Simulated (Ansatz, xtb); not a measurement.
**Relaxing a trial structure of CHCl2F2Si+**

The starting geometry of this gas-phase singlet was built from a drawn formula by distance geometry and a force field; its bonds are those of `FC(F)(Cl)[SiH+]Cl`.

```xyz
7

C    -1.0291   -0.1864   -2.5284
Cl   -0.0262    1.2656   -2.8437
Cl    1.5644   -2.2040   -2.4463
F    -1.3644   -0.7345   -3.7630
F    -2.1741    0.1547   -1.9265
Si   -0.1170   -1.4105   -1.5121
H     0.3542   -0.9567   -0.1885
```

**Question.** Where would you expect an optimisation with r2SCAN-D4/def2-SVP to take it?

**Answer.** It rearranges to `F[C+](F)[SiH](Cl)Cl`. Contacts that open: C1–Cl2 (1.79 → 2.92 Å). Contacts that close: Cl2–Si6 (2.99 → 2.03 Å).

The energy falls by 2.19 eV over 15 steps:

```
step  E − E(last) (eV)
   1             2.185
   3             1.176
   4             1.056
   6             0.605
   7             0.294
   9             0.041
  10             0.039
  12             0.001
  13             0.000
  15             0.000
```

Final geometry (Å):

| atom | x (Å) | y (Å) | z (Å) |
| --- | --- | --- | --- |
| C | -1.4119 | -0.5808 | -2.5700 |
| Cl | 0.9070 | 1.1796 | -2.3096 |
| Cl | 1.2827 | -2.2104 | -2.5936 |
| F | -1.5890 | -0.8501 | -3.7833 |
| F | -2.4416 | -0.1289 | -2.0079 |
| Si | 0.3634 | -0.6738 | -1.6919 |
| H | 0.0973 | -0.8074 | -0.2522 |

From the same start GFN2-xTB ends elsewhere, differing in C1–Cl2 (1.89 against 2.92 Å here).

The end wasn't checked by frequencies. Run with Ansatz 0.2.0, 87 s on 1 thread of Arm Neoverse V2 (shared host).
